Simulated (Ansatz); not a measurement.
Geometry optimisation, RHF/6-31G* in Ansatz.

Input:

```yaml
crystal:
  periodic: [false, false, false]
  atoms:
    - { symbol: Al, position_ang: [0.138122, 0.561974, -0.393492] }
    - { symbol: O, position_ang: [-0.206347, -0.154058, 2.461103] }
    - { symbol: H, position_ang: [-1.074373, -0.348825, 2.789528] }
    - { symbol: F, position_ang: [1.527499, -0.158671, -0.842439] }
    - { symbol: F, position_ang: [-1.286721, -0.020874, -0.930617] }
    - { symbol: "N", position_ang: [0.157779, 2.160978, 0.562447] }
    - { symbol: H, position_ang: [1.012907, 2.667756, 0.66882] }
    - { symbol: H, position_ang: [-0.603806, 2.80358, 0.473433] }
    - { symbol: H, position_ang: [-0.167661, 0.81364, 2.350517] }
basis:
  gaussian: { orbitals: "6-31G*" }
hamiltonian:
  xc: hf
relax:
  f_tol: 0.03
  max_steps: 50
```

Run as:

```bash
$ ansatz run input.yaml --threads 1 --pin off --max-ram 2048MiB --backend cpu --events-out ev --progress --plain --runs-dir out
```

Question: Where does it end, and by what steps?

Answer: It converged. After 11 steps the energy has fallen by 0.867 eV; H3 moved furthest, 0.77 Å. Joined: Al1–O2 (2.96 → 1.98 Å).

| step | energy less start (eV) | largest force component (eV/Å) | accepted |
| --- | --- | --- | --- |
| 0 | 0.0000 | 1.428 | yes |
| 1 | -0.1860 | 1.597 | yes |
| 2 | -0.4675 | 1.679 | yes |
| 3 | -0.7110 | 1.004 | yes |
| 4 | -0.7803 | 1.292 | yes |
| 5 | -0.8188 | 0.503 | yes |
| 6 | -0.8532 | 0.238 | yes |
| 7 | -0.8402 | 0.474 | no |
| 8 | -0.8627 | 0.073 | yes |
| 9 | -0.8662 | 0.050 | yes |
| 10 | -0.8672 | 0.035 | yes |
| 11 | -0.8674 | 0.011 | yes |

```xyz
9
Properties=species:S:1:pos:R:3
Al 0.072 0.569 0.122
O -0.158 -0.101 1.975
H -0.936 -0.639 2.092
F 1.413 -0.231 -0.397
F -1.384 -0.018 -0.400
N 0.197 2.320 0.492
H 1.061 2.814 0.399
H -0.555 2.952 0.308
H -0.214 0.659 2.549
```

Time of the run: 29 s on 1 thread of Arm Neoverse V1, with other jobs on the host, peak memory 0.15 GiB.
